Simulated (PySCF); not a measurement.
I₃In, charge +1, doublet, at a GFN2-xTB geometry (such geometries of metal compounds can be far from the true shape) (a state made from the parent by changing its charge; the spin is typed, not shown lowest) (all electrons, no relativity), with bond 4-1 at 1.25 times its length; B3LYP/STO-3G (PySCF).

PySCF was given this input:
```python
from pyscf import gto, scf, dft

mol = gto.M(
    atom='''
In   -0.00000000    0.00000000    0.00000000
I     2.59339744   -0.42076413   -0.82340452
I    -0.95084291   -1.26327639    2.25405818
I    -2.05319316    2.10505065   -1.78831707
''',
    basis='sto-3g',
    charge=1,
    spin=1,
    verbose=4,
)

mf = dft.UKS(mol)
mf.xc = 'b3lyp'
mf.kernel()
mo_i, mo_e, stable_i, stable_e = mf.stability(internal=True, external=False, return_status=True, nroots=6, tol=1e-6)
print('internally stable:', stable_i, ' externally stable:', stable_e)
if not stable_i:
    umf = mf.copy()
    umf.scf_summary = {}
    umf.kernel(umf.make_rdm1(mo_i, mf.mo_occ))
mf.analyze()
```

It wrote (shortened):

```
PySCF version 2.14.0

[INPUT] verbose = 4
[INPUT] num. atoms = 4
[INPUT] num. electrons = 207
[INPUT] charge = 1
[INPUT] spin (= nelec alpha-beta = 2S) = 1
[INPUT] symmetry False subgroup None
[INPUT] Mole.unit = angstrom
[INPUT] Symbol           X                Y                Z      unit          X                Y                Z       unit  Magmom
[...]
nuclear repulsion = 2262.27039029508
number of shells = 44
number of NR pGTOs = 324
number of NR cGTOs = 108
basis = sto-3g
ecp = {}

******** <class 'pyscf.dft.uks.UKS'> ********
method = UKS
initial guess = minao
damping factor = 0
level_shift factor = 0
DIIS = <class 'pyscf.scf.diis.CDIIS'>
diis_start_cycle = 1
diis_space = 8
diis_damp = 0
SCF conv_tol = 1e-09
SCF conv_tol_grad = None
SCF max_cycles = 50
direct_scf = True
direct_scf_tol = 1e-13
number electrons alpha = 104  beta = 103
XC library pyscf.dft.libxc version 7.1.2
    S. Lehtola, C. Steigemann, M. J. T. Oliveira, and M. A. L. Marques,  SoftwareX 7, 1–5 (2018)
XC functionals = b3lyp
    P. J. Stephens, F. J. Devlin, C. F. Chabalowski, and M. J. Frisch,  J. Phys. Chem. 98, 11623 (1994)
radial grids:
    Treutler-Ahlrichs [JCP 102, 346 (1995); DOI:10.1063/1.469408] (M4) radial grids

becke partition: Becke, JCP 88, 2547 (1988); DOI:10.1063/1.454033
pruning grids: <function nwchem_prune>
grids dens level: 3
symmetrized grids: False
atomic radii adjust function: <function treutler_atomic_radii_adjust>
small_rho_cutoff = 0
Set gradient conv threshold to 3.16228e-05
tot grids = 87752
init E= -26163.1464460289

cycle= 1 E= -26243.1868744604  delta_E=  -80  |g|= 0.255  |ddm|=  2.2

cycle= 2 E= -26243.0007711139  delta_E= 0.186  |g|= 0.276  |ddm|= 2.19
cycle= 3 E= -26243.2009034046  delta_E= -0.2  |g|= 0.159  |ddm|= 2.19
cycle= 4 E= -26243.2520859457  delta_E= -0.0512  |g|= 0.0716  |ddm|= 0.462
cycle= 5 E= -26243.2644366248  delta_E= -0.0124  |g|= 0.0339  |ddm|=  0.3
cycle= 6 E= -26243.2660383582  delta_E= -0.0016  |g|= 0.0161  |ddm|= 0.0877
cycle= 7 E= -26243.2669534329  delta_E= -0.000915  |g|= 0.00734  |ddm|= 0.206
cycle= 8 E= -26243.2670905973  delta_E= -0.000137  |g|= 0.00275  |ddm|= 0.032
cycle= 9 E= -26243.2671155465  delta_E= -2.49e-05  |g|= 0.000317  |ddm|= 0.0281
cycle= 10 E= -26243.2671158584  delta_E= -3.12e-07  |g|= 2.63e-05  |ddm|= 0.00212
cycle= 11 E= -26243.2671158663  delta_E= -7.95e-09  |g|= 2.14e-05  |ddm|= 0.000862
cycle= 12 E= -26243.2671158683  delta_E= -2.01e-09  |g|= 1.4e-05  |ddm|= 0.000273
[...]
converged SCF energy = -26243.2671158649  <S^2> = 0.75220489  2S+1 = 2.0022037
<class 'pyscf.dft.uks.UKS'> wavefunction has an internal instability
internally stable: False  externally stable: None
converged SCF energy = -26243.2671162111  <S^2> = 0.75220432  2S+1 = 2.0022031
Total Energy =                      -26243.267115864859079
[...]
spin_pop of  2 I 2py       0.00000
spin_pop of  2 I 2pz       0.00000
spin_pop of  2 I 3px       0.00000
spin_pop of  2 I 3py       0.00000
spin_pop of  2 I 3pz       0.00000
spin_pop of  2 I 4px       0.00000
spin_pop of  2 I 4py       0.00001
spin_pop of  2 I 4pz       0.00000
spin_pop of  2 I 5px       0.00365
spin_pop of  2 I 5py       0.02032
spin_pop of  2 I 5pz       0.00936
spin_pop of  2 I 3dxy     -0.00000
spin_pop of  2 I 3dyz     -0.00000
spin_pop of  2 I 3dz^2    -0.00000
spin_pop of  2 I 3dxz     -0.00000
spin_pop of  2 I 3dx2-y2   -0.00000
spin_pop of  2 I 4dxy     -0.00000
spin_pop of  2 I 4dyz     -0.00000
spin_pop of  2 I 4dz^2    -0.00000
spin_pop of  2 I 4dxz     -0.00000
spin_pop of  2 I 4dx2-y2   -0.00000
spin_pop of  3 I 1s        0.00000
spin_pop of  3 I 2s        0.00000
spin_pop of  3 I 3s        0.00000
spin_pop of  3 I 4s        0.00000
spin_pop of  3 I 5s        0.00082
spin_pop of  3 I 2px       0.00000
spin_pop of  3 I 2py       0.00000
spin_pop of  3 I 2pz       0.00000
spin_pop of  3 I 3px       0.00000
spin_pop of  3 I 3py       0.00001
spin_pop of  3 I 3pz       0.00001
spin_pop of  3 I 4px       0.00005
spin_pop of  3 I 4py       0.00031
spin_pop of  3 I 4pz       0.00016
spin_pop of  3 I 5px       0.09540
spin_pop of  3 I 5py       0.56392
spin_pop of  3 I 5pz       0.30133
spin_pop of  3 I 3dxy     -0.00000
spin_pop of  3 I 3dyz     -0.00000
spin_pop of  3 I 3dz^2     0.00000
spin_pop of  3 I 3dxz     -0.00000
spin_pop of  3 I 3dx2-y2    0.00000
spin_pop of  3 I 4dxy     -0.00000
spin_pop of  3 I 4dyz     -0.00000
spin_pop of  3 I 4dz^2     0.00000
spin_pop of  3 I 4dxz      0.00000
spin_pop of  3 I 4dx2-y2    0.00000
 ** Mulliken Spin Density (per atom)  **
spin density of  0 In =     -0.02913
spin density of  1 I =      0.03356
spin density of  2 I =      0.03355
spin density of  3 I =      0.96201
 ** Mulliken pop alpha/beta on meta-lowdin orthogonal AOs **
 ** Mulliken pop       alpha | beta **
In total           104.00000 | 103.00000
 ** Mulliken atomic charges   ( Nelec_alpha | Nelec_beta ) **
charge of  0In =      0.55750  (    24.20668     24.23581 )
charge of  1I =      0.08312  (    26.47522     26.44166 )
charge of  2I =      0.08312  (    26.47521     26.44166 )
charge of  3I =      0.27625  (    26.84288     25.88087 )

WARN: System has nonzero charge 1; the dipole moment is origin-dependent.
Location of origin: [0. 0. 0.]

Dipole moment(X, Y, Z, Debye): -2.89678,  2.97002, -2.52309
```
